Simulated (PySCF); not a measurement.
Match the calculated data to a structure.

All candidates are C2H12NPSi2.

| technique | computed result |
| --- | --- |
| 1H NMR | chemical shifts (computed TMS as zero) by class: 5.33 (1 H), 4.67 (3 H), 2.80 (3 H), 0.82 (2 H), 0.50 (3 H) ppm [GIAO PBE0/pcSseg-1] |
| Triplet | lowest triplet excitation (Tamm–Dancoff): 5.56 eV [TDA CAM-B3LYP/def2-SVPD] |
| NMR, other nuclei | isotropic shieldings of nuclei other than C and H, by class: 267 (1 N), 350 (1 Si), 396 (1 Si), 603 (1 P) ppm [GIAO PBE0/pcSseg-1] |
| Rotational structure | rotational constants A, B, C: 2.462, 1.201, 0.926 GHz [GFN2-xTB] |
| 13C NMR | chemical shifts (computed TMS as zero) by class: 39.7 (1 C), 3.2 (1 C) ppm [GIAO PBE0/pcSseg-1] |
| UV, first state | lowest singlet excitation: 5.90 eV (210 nm, f = 0.002) [TDDFT CAM-B3LYP/def2-SVPD] |

Gas-phase values; electronic properties from PySCF, density fitting. Levels stand in brackets. Isolated species at its GFN2-xTB geometry (one conformer only). Each NMR value is the plain mean over a class of atoms that symmetry, rotation or inversion makes alike.

Problem. Which candidate is it?
A. `CN[SiH2]C[SiH2]P`
B. `C[Si@H](P)C[SiH2]N`
C. `CN([SiH3])[Si@@H](C)P`

Solution. C. It is `CN([SiH3])[Si@@H](C)P`. Numbering: `[CH3:1][N:2]([SiH3:3])[Si@@H:4]([CH3:5])[PH2:6]`. 2 carbons fall into 2 classes; from least to most shielded: N-methyl carbon [C1] (39.7 ppm), Si-methyl carbon [C5] (3.2 ppm). Hydrogen classes from least to most shielded: 1 H on an SiH silicon, Si4 (5.33 ppm), 3 H on an SiH3 silicon, Si3 (4.67 ppm), 3 H on an N-methyl carbon, C1 (2.80 ppm), 2 H on a three-coordinate phosphorus, P6 (0.82 ppm), 3 H on an Si-methyl carbon, C5 (0.50 ppm, a mean of values up to 0.6 ppm apart in this geometry). The other shieldings belong to: 267 ppm, nitrogen bridging silicon atoms [N2]; 350 ppm, SiH silicon [Si4]; 396 ppm, SiH3 silicon [Si3]; 603 ppm, three-coordinate phosphorus [P6]. The optimised geometry has point group C1 and is an asymmetric top.

The others, at the same levels:
- `C[Si@H](P)C[SiH2]N` fails: its computed 13C shifts are 0.3 (1 C), -1.8 (1 C) ppm, 1H shifts are 5.04 (1 H), 5.00 (1 H), 4.76 (1 H), 1.01 (2 H), 0.24 (3 H), 0.21 (1 H), -0.01 (1 H), -0.06 (2 H) ppm and lowest singlet excitation is 6.39 eV (194 nm, f = 0.017) (against 5.90 eV).
- `CN[SiH2]C[SiH2]P` fails: its computed 13C shifts are 32.7 (1 C), -4.7 (1 C) ppm, 1H shifts are 4.73 (2 H), 4.44 (2 H), 2.81 (3 H), 1.05 (2 H), 0.05 (2 H), -0.47 (1 H) ppm and rotational constant A is 7.074 GHz (against 2.462 GHz).

Each candidate is one conformer, not necessarily the lowest. Dipoles, sizes and rotational constants follow the conformer. The torsions of the flexible species, by atom-mapped SMILES:
- `[CH3:1][N:2]([SiH3:3])[Si@@H:4]([CH3:5])[PH2:6]`: C1–N2–Si4–C5 -169°, H–P6–Si4–N2 -161°, H–P6–Si4–N2 -68°
- `[CH3:1][Si@H:2]([PH2:3])[CH2:4][SiH2:5][NH2:6]`: C1–Si2–C4–Si5 -68°, Si2–C4–Si5–N6 175°, H–P3–Si2–C1 72°, H–P3–Si2–C1 165°, H–N6–Si5–C4 -177°, H–N6–Si5–C4 44°
- `[CH3:1][NH:2][SiH2:3][CH2:4][SiH2:5][PH2:6]`: C1–N2–Si3–C4 -176°, N2–Si3–C4–Si5 178°, Si3–C4–Si5–P6 -178°, H–P6–Si5–C4 175°, H–P6–Si5–C4 82°
